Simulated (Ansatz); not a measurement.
CH$_{4}$N$_{2}$OSi (`N=C1N[SiH2]O1`). Total charge 0; spin multiplicity 1.

| atom | x (Å) | y (Å) | z (Å) |
| --- | --- | --- | --- |
| N1 | 1.099 | 1.769 | -0.359 |
| C2 | 0.495 | 0.695 | -0.145 |
| N3 | -0.868 | 0.458 | -0.026 |
| Si4 | -0.535 | -1.210 | 0.233 |
| O5 | 1.019 | -0.585 | 0.038 |
| H6 | 2.102 | 1.623 | -0.393 |
| H7 | -1.555 | 1.183 | -0.106 |
| H8 | -0.809 | -1.766 | 1.577 |
| H9 | -0.949 | -2.166 | -0.818 |

**Question.** What are the harmonic wavenumbers in cm⁻¹ at PBE0-D4/def2-TZVP (Ansatz, finite differences of forces, unscaled)? (An estimate is asked.)

**Answer.** The calculation gave: 123, 405, 456, 549, 607, 676, 739, 761, 792, 795, 888, 990, 1013, 1055, 1218, 1311, 1824, 2257, 2259, 3565, 3717.

**Question.** Is this a minimum?

**Answer.** Yes, all 21 modes are real.

**Question.** Give the ideal-gas thermochemistry at 298.15 K and 1 bar (rigid rotor, harmonic oscillator; point group Cs, symmetry number 1).

**Answer.** Zero-point energy 155.5 kJ/mol; H(298) − E = 171.4 kJ/mol; entropy 302.3 J/(mol·K), of which translation 164.7, rotation 106.2, vibration 31.4; G(298) − E = 81.2 kJ/mol.

**Question.** And at 400, 500, 600, 800 and 1000 K?

**Answer.** 
```csv
T (K),H − E (kJ/mol),S (J/mol/K),G − E (kJ/mol)
400,181.3,330.7,49.0
500,192.9,356.5,14.6
600,205.9,380.3,-22.3
800,235.2,422.3,-102.6
1000,267.4,458.2,-190.8
```
